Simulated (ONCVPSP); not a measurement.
## Building the ONCV potential for Be (PBE, scalar-relativistic).

* Element: Be
* Generator: ONCVPSP 4.0.1
* Type: optimised norm-conserving Vanderbilt (ONCV)
* Functional: PBE
* Relativity: scalar-relativistic
* Frozen core: [He]
* Valence charge: 2
* Reference configuration: 2s2
* Partial waves: 2s: rc 1.75 bohr, ncon 3, nbas 6, qcut 3.3 1/bohr, 3 projectors, debl 1.1 Ha; p scattering state at 0.03 Ha: rc 1.45 bohr, ncon 4, nbas 8, qcut 4.8 1/bohr, 3 projectors, debl 3.6 Ha
* Local potential: polynomial inside 0.95 bohr (lpopt 5, dvloc0 0 Ha)
* Core correction: none

All-electron outer shells of the reference configuration (PBE, scalar-relativistic, ld1.x):

```tsv
shell	level (eV)	outermost node (bohr)	outermost maximum (bohr)
1s	-106.21	–	0.27
2s	-5.61	0.59	2.04
```

Question: Does the generator finish with these settings?

Answer: Yes, a potential is produced and its reference levels are reproduced.

Question: Estimate the cutoffs (Ha) at which the residual kinetic energy of the hardest occupied pseudo-wave falls to 1 and 0.1 mHa per electron.

Answer: 5.3 Ha and 23 Ha. The cutoffs count occupied waves only; projector 2 of the p channel, the hardest unoccupied one, needs 33 Ha at the loose tolerance.

Question: What does a ghost test show?

Answer: No bound ghost flagged; GHOST(+) flagged for s at 170.6 eV.

Its largest configuration-test error is +8.7 meV (2s1). 1 of 4 tests not solved or not reliable.
